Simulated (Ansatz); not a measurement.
One change: `ClC[CH2][InH2]` becomes `BCCCCl`.

Ansatz, PBE0-D4/def2-TZVP geometries, multiplicity 1. Each molecule was computed in one conformer, which needn't be the lowest.

Elements past krypton have def2 core potentials.

```json
{"property": "LUMO energy (B3LYP/def2-TZVPP) / eV", "`ClC[CH2][InH2]`": "-1.33"}
{"property": "size of the dipole moment (B3LYP/def2-TZVPP) / D", "`ClC[CH2][InH2]`": "2.18"}
{"property": "HOMO–LUMO gap (PBE/def2-TZVPP) / eV", "`ClC[CH2][InH2]`": "4.34"}
{"property": "LUMO energy (PBE0/def2-TZVPP) / eV", "`ClC[CH2][InH2]`": "-1.08"}
{"property": "HOMO–LUMO gap (ωB97M-V/def2-TZVPP) / eV", "`ClC[CH2][InH2]`": "9.75"}
{"property": "HOMO energy (ωB97M-V/def2-TZVPP) / eV", "`ClC[CH2][InH2]`": "-9.43"}
```

(1) Give the same properties after the change, and the shifts. (Best estimate.)

## Answers

(1) The calculation gave: 
```json
{"property": "LUMO energy (B3LYP/def2-TZVPP) / eV", "`BCCCCl`": "-1.56", "shift": "-0.23"}
{"property": "size of the dipole moment (B3LYP/def2-TZVPP) / D", "`BCCCCl`": "1.79", "shift": "-0.39"}
{"property": "HOMO–LUMO gap (PBE/def2-TZVPP) / eV", "`BCCCCl`": "4.61", "shift": "0.27"}
{"property": "LUMO energy (PBE0/def2-TZVPP) / eV", "`BCCCCl`": "-1.32", "shift": "-0.24"}
{"property": "HOMO–LUMO gap (ωB97M-V/def2-TZVPP) / eV", "`BCCCCl`": "11.23", "shift": "1.48"}
{"property": "HOMO energy (ωB97M-V/def2-TZVPP) / eV", "`BCCCCl`": "-10.66", "shift": "-1.23"}
```

With PBE0 the HOMO falls by 1.07 eV and the LUMO falls by 0.24 eV, so the gap widens by about 0.83 eV. PBE moves the HOMO by -0.81 eV and ωB97M-V by -1.23 eV. Dipoles are sizes alone; their direction can turn.

B3LYP here is the variant with VWN-RPA as its local correlation; programs differ in this.
